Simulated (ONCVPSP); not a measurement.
## V (Z = 23): one change to an ONCV potential, before and after

| Property | Result |
| --- | --- |
| Element | vanadium (V) |
| Generator | ONCVPSP 4.0.1 |
| Type | optimised norm-conserving Vanderbilt (ONCV) |
| Functional | PBEsol |
| Relativity | scalar-relativistic |
| Frozen core | [Ne] |
| Valence charge | 13 |
| Reference configuration | 3s2 3p6 3d3 (charge +2) |
| Partial waves | 3s: rc 1.25 bohr, ncon 4, nbas 8, qcut 9.1 1/bohr, 2 projectors, debl 1.1 Ha; 3p: rc 1.45 bohr, ncon 5, nbas 8, qcut 10 1/bohr, 3 projectors, debl 2.1 Ha; 3d: rc 1.85 bohr, ncon 3, nbas 8, qcut 9.8 1/bohr, 2 projectors, debl 0.6 Ha |
| Local potential | polynomial inside 1.05 bohr (lpopt 2, dvloc0 -1 Ha) |
| Core correction | Teter function, fcfact 5, rcfact 1.25 |

In the s channel the program set the typed energies aside and used -3.180, 0.250 Ha. In the p channel the program set the typed energies aside and used -2.221, 0.250, 2.350 Ha. In the d channel the program set the typed energies aside and used -0.782, 0.250 Ha.

All-electron outer shells of the reference configuration (PBEsol, scalar-relativistic, ld1.x):

```json
{"shell": "3s", "level (eV)": "-86.53", "outermost node (bohr)": "0.38", "outermost maximum (bohr)": "0.82"}
{"shell": "3p", "level (eV)": "-60.44", "outermost node (bohr)": "0.35", "outermost maximum (bohr)": "0.84"}
{"shell": "3d", "level (eV)": "-21.27", "outermost node (bohr)": "–", "outermost maximum (bohr)": "0.88"}
```

Change: local potential polynomial inside 1.05 bohr (lpopt 2, dvloc0 2 Ha).

Cutoffs: the cutoffs (Ha) at which the residual kinetic energy of the hardest occupied pseudo-wave falls to 1 and 0.1 mHa per electron; they do not see the model core or the augmentation charge, which bear on the density cutoff. Errors are all-electron minus pseudo energies relative to the spin-unpolarised reference configuration.

Question: What does the change do?

Answer: The potential gets neither clearly harder nor softer (32 Ha and 37 Ha → 32 Ha and 37 Ha); the errors of the 4 common tests hardly move; neither file shows a bound ghost.

| quantity | base | changed |
| --- | --- | --- |
| cutoff, loose | 32 Ha | 32 Ha |
| cutoff, tight | 37 Ha | 37 Ha |
| bound ghosts | none | none |
| GHOST(+) flags under 300 eV | none | none |
| error for 3s2 3p6 3d3 4s2, meV [ΔE -21.95 eV] | +5.3 | +5.5 |
| error for 3s2 3p6 3d3 4s1, meV [ΔE -14.20 eV] | +2.0 | +2.1 |
| error for 3s2 3p6 3d2, meV [ΔE 28.85 eV] | +81 | +81 |
| error for 3s2 3p6 3d4 4s1, meV [ΔE -21.37 eV] | +4.3 | +4.4 |
| s: phases at 1.27 bohr within 0.05 rad from the reference energy up to (Ha; the scan ends near 5) | to the end of the scan | to the end of the scan |
| p: phases at 1.47 bohr within 0.05 rad from the reference energy up to (Ha; the scan ends near 5) | to the end of the scan | to the end of the scan |
| d: phases at 1.88 bohr within 0.05 rad from the reference energy up to (Ha; the scan ends near 5) | to the end of the scan | to the end of the scan |
| rms error of d²Exc/dni dnj with the model core, mHa | 1.03 | 1.03 |
